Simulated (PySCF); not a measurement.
A species of formula C7H7BO3 has this rotational fingerprint, computed with PySCF, PBE0-D3(BJ)/def2-SVP geometry optimisation, gas phase:

```
Rotational constants : A = 3409, B = 671.1, C = 564.1 MHz
Dipole components    : |μa| = 4.47 D, |μb| = 0.63 D, |μc| = 0.04 D
Inertial defect      : -5.47 u·Å²
κ                    : -0.92
```

Question: Which candidate fits, each taken in the one conformer that was computed?
A. `[O:1]=[CH:2][c:3]1[cH:4][cH:5][c:6]([B:7]([OH:8])[OH:9])[cH:10][cH:11]1` with O1–C2–C3–C4 180°, C6–B7–O8–H 180°, C6–B7–O9–H 180°
B. `[BH2-:1]1[O:2][CH:3]=[C:4]([c:5]2[cH:6][cH:7][cH:8][o:9]2)[CH:10]=[O+:11]1` with C3–C4–C5–C6 8°

Answer: B. It is [BH2-]1OC=C(c2ccco2)C=[O+]1, a near-prolate asymmetric top. The candidates at the same level (rigid rotor, commonest isotopes):

| SMILES | A (MHz) | B (MHz) | C (MHz) | μa (D) | μb (D) | μc (D) | Δ (u·Å²) | point group | rotor |
| --- | --- | --- | --- | --- | --- | --- | --- | --- | --- |
| O=Cc1ccc(B(O)O)cc1 | 3394 | 545.4 | 469.9 | 5.73 | 1.20 | 0.00 | 0.00 | Cs | near-prolate asymmetric top |
| [BH2-]1OC=C(c2ccco2)C=[O+]1 | 3409 | 671.1 | 564.1 | 4.47 | 0.63 | 0.04 | -5.47 | near Cs | near-prolate asymmetric top |

`O=Cc1ccc(B(O)O)cc1` has B 19 % too low. No structure here is proved a minimum.
